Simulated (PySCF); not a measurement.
PySCF input file for B(Cl)(OH)(NH2) (BClH3NO), SMILES NB(O)Cl, B3LYP-D3(BJ)/def2-SVP. 

```python
import numpy as np
from pyscf import gto, scf, dft
from pyscf.geomopt import geometric_solver

mol = gto.M(
    atom='''
    B    -0.05289684    0.44254966    0.00000000
    Cl    0.07869715   -1.31726847   -0.00000000
    O    -1.25463800    1.04856554    0.00000000
    H    -2.02200512    0.47736500   -0.00000001
    N     1.11981866    1.19036942   -0.00000000
    H     1.10797280    2.19419444    0.00000000
    H     2.03903845    0.78814594   -0.00000000
    ''',
    basis='def2-SVP',
    charge=0,
    spin=0,
    max_memory=1600,
    verbose=3,
)
mf = dft.RKS(mol, xc='b3lyp').density_fit(auxbasis='def2-universal-jkfit')
mf.disp = 'd3bj'
mf.grids.level = 3
mf.conv_tol = 1e-9
mf.max_cycle = 100
mf.kernel()
grad = mf.nuc_grad_method()
grad.grid_response = mol.nao <= 150
conv, mol_eq = geometric_solver.kernel(grad, convergence_set='GAU_TIGHT', maxsteps=100)
print(mol_eq.tostring(format='xyz'))
mf.reset(mol_eq)
mf.kernel()
```

Program output:

```
converged SCF energy = -616.742333948394
[banner and settings of the optimiser left out]
Geometry optimization cycle 1
Cartesian coordinates (Angstrom)
 Atom        New coordinates             dX        dY        dZ
   B  -0.052897   0.442550   0.000000    0.000000  0.000000  0.000000
  Cl   0.078697  -1.317268   0.000000    0.000000  0.000000  0.000000
   O  -1.254638   1.048566   0.000000    0.000000  0.000000  0.000000
   H  -2.022005   0.477365  -0.000000    0.000000  0.000000  0.000000
   N   1.119819   1.190369   0.000000    0.000000 -0.000000  0.000000
   H   1.107973   2.194194   0.000000   -0.000000  0.000000  0.000000
   H   2.039038   0.788146   0.000000    0.000000  0.000000  0.000000

WARN: Mole.unit (angstrom) is changed to Bohr

converged SCF energy = -616.742333948389
--------------- DFRKS_Scanner gradients ---------------
         x                y                z
0 B    -0.0042255126    -0.0028001712     0.0000000000
1 Cl     0.0003303304     0.0177802477     0.0000000000
2 O     0.0078751174    -0.0134903579     0.0000000001
3 H     0.0027756885     0.0057845429    -0.0000000001
4 N    -0.0026329832    -0.0028698004    -0.0000000000
5 H     0.0009593067    -0.0082453720     0.0000000000
6 H    -0.0050819471     0.0038409108    -0.0000000000
----------------------------------------------
cycle 1: E = -616.742333948  dE = -616.742  norm(grad) = 0.0274184
Step    0 : Gradient = 1.036e-02/1.778e-02 (rms/max) Energy = -616.7423339484
Hessian Eigenvalues: 2.30000e-02 2.30000e-02 2.69119e-02 ... 4.71691e-01 5.59038e-01 5.62067e-01

Geometry optimization cycle 2
Cartesian coordinates (Angstrom)
 Atom        New coordinates             dX        dY        dZ
   B  -0.050289   0.447548  -0.000000    0.002607  0.004999 -0.000000
  Cl   0.046274  -1.346780  -0.000000   -0.032423 -0.029512 -0.000000
   O  -1.263966   1.057176  -0.000000   -0.009328  0.008610 -0.000000
   H  -2.014871   0.455904  -0.000000    0.007134 -0.021461  0.000000
[...]
   O  -1.261330   1.094559  -0.000000    0.004785  0.017835 -0.000000
   H  -2.008821   0.486367  -0.000000   -0.003070  0.027395  0.000000
   N   1.138805   1.184166   0.000000    0.006408 -0.012387  0.000000
   H   1.147928   2.196626   0.000000    0.020340 -0.012447  0.000000
   H   2.048268   0.744660  -0.000000    0.000280 -0.025249 -0.000000
converged SCF energy = -616.743588736093
--------------- DFRKS_Scanner gradients ---------------
         x                y                z
0 B    -0.0002700394     0.0004911964    -0.0000000000
1 Cl     0.0000291173    -0.0002643074     0.0000000000
2 O     0.0002363602    -0.0002829392    -0.0000000001
3 H    -0.0000254562     0.0000349871     0.0000000001
4 N     0.0001166663     0.0001134031     0.0000000001
5 H     0.0000110789    -0.0000251210     0.0000000000
6 H    -0.0000977271    -0.0000672190    -0.0000000001
----------------------------------------------
cycle 12: E = -616.743588736  dE = -3.71972e-07  norm(grad) = 0.000750992
Step   11 : Displace = 6.520e-04/9.759e-04 (rms/max) Trust = 3.000e-01 (=) Grad = 2.838e-04/5.605e-04 (rms/max) E (change) = -616.7435887361 (-3.720e-07) Quality = 1.531
Hessian Eigenvalues: 1.20745e-04 2.30000e-02 2.30000e-02 ... 5.51207e-01 5.86956e-01 1.14011e+00

Geometry optimization cycle 13
Cartesian coordinates (Angstrom)
 Atom        New coordinates             dX        dY        dZ
   B  -0.063262   0.466041  -0.000000   -0.005627  0.005619 -0.000000
  Cl  -0.038826  -1.338942  -0.000000   -0.047598  0.003935 -0.000000
   O  -1.251679   1.127573  -0.000000    0.009650  0.033015 -0.000000
   H  -2.013414   0.537388   0.000000   -0.004593  0.051021  0.000000
   N   1.150264   1.160799   0.000000    0.011459 -0.023367  0.000000
   H   1.184634   2.172684   0.000000    0.036706 -0.023942  0.000000
   H   2.048271   0.698379  -0.000000    0.000003 -0.046281 -0.000000
converged SCF energy = -616.743589132397
--------------- DFRKS_Scanner gradients ---------------
         x                y                z
0 B    -0.0004473061     0.0008520047    -0.0000000000
1 Cl     0.0000318467    -0.0004425152     0.0000000000
2 O     0.0003896999    -0.0005082894    -0.0000000003
3 H    -0.0000296691     0.0000800643     0.0000000002
4 N     0.0001985988     0.0001747254     0.0000000002
5 H     0.0000127175    -0.0000407234     0.0000000000
6 H    -0.0001558877    -0.0001152665    -0.0000000001
----------------------------------------------
cycle 13: E = -616.743589132  dE = -3.96304e-07  norm(grad) = 0.00128441
Step   12 : Displace = 8.215e-04/1.231e-03 (rms/max) Trust = 3.000e-01 (=) Grad = 4.855e-04/9.623e-04 (rms/max) E (change) = -616.7435891324 (-3.963e-07) Quality = 0.853
Hessian Eigenvalues: 2.16514e-04 2.30000e-02 2.30000e-02 ... 5.51352e-01 5.87109e-01 9.54941e-01

Geometry optimization cycle 14
Cartesian coordinates (Angstrom)
 Atom        New coordinates             dX        dY        dZ
   B  -0.062980   0.465482  -0.000000    0.000282 -0.000559  0.000000
  Cl  -0.037530  -1.339157  -0.000000    0.001296 -0.000214 -0.000000
   O  -1.251814   1.126654  -0.000000   -0.000135 -0.000919  0.000000
   H  -2.013157   0.535946   0.000000    0.000257 -0.001442 -0.000000
   N   1.149911   1.161344   0.000000   -0.000353  0.000545 -0.000000
   H   1.182884   2.173296   0.000000   -0.001750  0.000612 -0.000000
   H   2.048674   0.700357  -0.000000    0.000403  0.001978  0.000000
converged SCF energy = -616.743589953867
--------------- DFRKS_Scanner gradients ---------------
         x                y                z
0 B    -0.0003756185     0.0006736940    -0.0000000000
1 Cl     0.0000318742    -0.0003504453     0.0000000000
2 O     0.0003116438    -0.0004083057    -0.0000000002
3 H    -0.0000207720     0.0000673986     0.0000000001
4 N     0.0001603937     0.0001391709     0.0000000002
5 H     0.0000094389    -0.0000283056     0.0000000000
6 H    -0.0001169601    -0.0000932068    -0.0000000001
----------------------------------------------
cycle 14: E = -616.743589954  dE = -8.2147e-07  norm(grad) = 0.00102759
Step   13 : Displace = 4.253e-04/6.372e-04 (rms/max) Trust = 3.000e-01 (=) Grad = 3.884e-04/7.713e-04 (rms/max) E (change) = -616.7435899539 (-8.215e-07) Quality = 1.781
Hessian Eigenvalues: 2.42844e-04 2.30000e-02 2.30000e-02 ... 5.10577e-01 5.52963e-01 5.93224e-01

Geometry optimization cycle 15
Cartesian coordinates (Angstrom)
 Atom        New coordinates             dX        dY        dZ
   B  -0.068733   0.469825  -0.000000   -0.005752  0.004343  0.000000
  Cl  -0.095254  -1.333504  -0.000000   -0.057724  0.005652 -0.000000
   O  -1.238228   1.166140  -0.000000    0.013586  0.039486  0.000000
   H  -2.016041   0.597201  -0.000000   -0.002884  0.061255 -0.000000
   N   1.162745   1.132158   0.000000    0.012834 -0.029186 -0.000000
   H   1.221597   2.143006   0.000000    0.038713 -0.030290 -0.000000
   H   2.049900   0.649097  -0.000000    0.001226 -0.051260  0.000000
converged SCF energy = -616.743592060092
--------------- DFRKS_Scanner gradients ---------------
         x                y                z
0 B     0.0000110373     0.0000095396    -0.0000000001
1 Cl     0.0000064622     0.0000005163    -0.0000000000
2 O    -0.0000079471     0.0000004906    -0.0000000001
3 H    -0.0000091131     0.0000105850     0.0000000000
4 N    -0.0000033968    -0.0000185658     0.0000000002
5 H    -0.0000062758    -0.0000071890    -0.0000000001
6 H     0.0000092333     0.0000046233    -0.0000000001
----------------------------------------------
cycle 15: E = -616.74359206  dE = -2.10623e-06  norm(grad) = 3.2669e-05
Step   14 : Displace = 1.666e-03/2.504e-03 (rms/max) Trust = 3.000e-01 (=) Grad = 1.235e-05/1.887e-05 (rms/max) E (change) = -616.7435920601 (-2.106e-06) Quality = 0.866
Hessian Eigenvalues: 3.03661e-04 2.30000e-02 2.30000e-02 ... 5.11224e-01 5.52707e-01 5.94005e-01

Geometry optimization cycle 16
Cartesian coordinates (Angstrom)
 Atom        New coordinates             dX        dY        dZ
   B  -0.066720   0.467933  -0.000000    0.002013 -0.001892  0.000000
  Cl  -0.077084  -1.335557  -0.000000    0.018170 -0.002053  0.000000
   O  -1.242501   1.153586  -0.000000   -0.004273 -0.012554  0.000000
   H  -2.014984   0.577424  -0.000000    0.001056 -0.019777 -0.000000
   N   1.158691   1.141415   0.000000   -0.004054  0.009256 -0.000000
   H   1.208426   2.152756   0.000000   -0.013171  0.009750 -0.000000
   H   2.050159   0.666366  -0.000000    0.000259  0.017269  0.000000
converged SCF energy = -616.743592156531
--------------- DFRKS_Scanner gradients ---------------
         x                y                z
0 B     0.0000147415    -0.0000042983    -0.0000000000
1 Cl    -0.0000006138     0.0000032884    -0.0000000000
2 O    -0.0000075108     0.0000083863    -0.0000000000
3 H    -0.0000004290    -0.0000019576     0.0000000000
4 N    -0.0000069657    -0.0000092088     0.0000000002
5 H    -0.0000025447    -0.0000001970    -0.0000000000
6 H     0.0000033226     0.0000039870    -0.0000000001
----------------------------------------------
cycle 16: E = -616.743592157  dE = -9.64391e-08  norm(grad) = 2.33347e-05
Step   15 : Displace = 1.174e-04/2.246e-04 (rms/max) Trust = 3.000e-01 (=) Grad = 8.820e-06/1.536e-05 (rms/max) E (change) = -616.7435921565 (-9.644e-08) Quality = 0.765
Hessian Eigenvalues: 3.76641e-04 2.30000e-02 2.30000e-02 ... 5.10111e-01 5.52636e-01 5.92927e-01

Geometry optimization cycle 17
Cartesian coordinates (Angstrom)
 Atom        New coordinates             dX        dY        dZ
   B  -0.067115   0.468324  -0.000000   -0.000395  0.000391 -0.000000
  Cl  -0.080437  -1.335168  -0.000000   -0.003354  0.000389 -0.000000
   O  -1.241745   1.155905  -0.000000    0.000756  0.002319  0.000000
   H  -2.015199   0.581053  -0.000000   -0.000215  0.003629  0.000000
   N   1.159445   1.139733   0.000000    0.000754 -0.001682 -0.000000
   H   1.210976   2.150984   0.000000    0.002550 -0.001772  0.000000
   H   2.050063   0.663092  -0.000000   -0.000096 -0.003274  0.000000
converged SCF energy = -616.743592162895
--------------- DFRKS_Scanner gradients ---------------
         x                y                z
0 B    -0.0000024904     0.0000064938    -0.0000000000
1 Cl     0.0000005041    -0.0000022830     0.0000000000
2 O     0.0000012410    -0.0000042025    -0.0000000000
3 H     0.0000010890     0.0000019431     0.0000000000
4 N    -0.0000016106    -0.0000027235     0.0000000001
5 H    -0.0000001534     0.0000003758    -0.0000000000
6 H     0.0000014203     0.0000003963    -0.0000000001
----------------------------------------------
cycle 17: E = -616.743592163  dE = -6.36362e-09  norm(grad) = 9.50533e-06
Step   16 : Displace = 5.709e-05/8.566e-05 (rms/max) Trust = 3.000e-01 (=) Grad = 3.593e-06/6.955e-06 (rms/max) E (change) = -616.7435921629 (-6.364e-09) Quality = 1.009
Hessian Eigenvalues: 3.54817e-04 2.30000e-02 2.30000e-02 ... 5.10557e-01 5.52635e-01 5.92381e-01

Geometry optimization cycle 18
Cartesian coordinates (Angstrom)
 Atom        New coordinates             dX        dY        dZ
   B  -0.067134   0.468341  -0.000000   -0.000019  0.000017 -0.000000
  Cl  -0.080633  -1.335143  -0.000000   -0.000196  0.000025 -0.000000
   O  -1.241702   1.156039  -0.000000    0.000043  0.000133  0.000000
   H  -2.015206   0.581249  -0.000000   -0.000006  0.000196 -0.000000
   N   1.159487   1.139639   0.000000    0.000043 -0.000094 -0.000000
   H   1.211115   2.150885   0.000000    0.000140 -0.000099  0.000000
   H   2.050059   0.662912  -0.000000   -0.000004 -0.000179  0.000000
converged SCF energy = -616.743592162554
--------------- DFRKS_Scanner gradients ---------------
         x                y                z
0 B    -0.0000093483    -0.0000033683    -0.0000000000
1 Cl     0.0000007920     0.0000010112     0.0000000000
2 O     0.0000016622    -0.0000011376    -0.0000000000
3 H     0.0000007111     0.0000004821     0.0000000000
4 N     0.0000010819     0.0000003405     0.0000000001
5 H     0.0000001842     0.0000046829    -0.0000000000
6 H     0.0000049168    -0.0000020108    -0.0000000001
----------------------------------------------
cycle 18: E = -616.743592163  dE = 3.41288e-10  norm(grad) = 1.25159e-05
Step   17 : Displace = 4.480e-06/8.112e-06 (rms/max) Trust = 3.000e-01 (=) Grad = 4.731e-06/9.937e-06 (rms/max) E (change) = -616.7435921626 (+3.413e-10) Quality = -4.713
Hessian Eigenvalues: 3.54817e-04 2.30000e-02 2.30000e-02 ... 5.10557e-01 5.52635e-01 5.92381e-01
Converged! =D

7
XYZ from PySCF
B          -0.06713398        0.46834101       -0.00000000
Cl         -0.08063305       -1.33514335       -0.00000000
O          -1.24170215        1.15603866       -0.00000000
H          -2.01520553        0.58124906       -0.00000000
N           1.15948732        1.13963906        0.00000000
H           1.21111528        2.15088499        0.00000000
H           2.05005920        0.66291211       -0.00000000
converged SCF energy = -616.743592162949
```

The calculation finished and met its thresholds.

Cost: roughly 80 core-seconds.
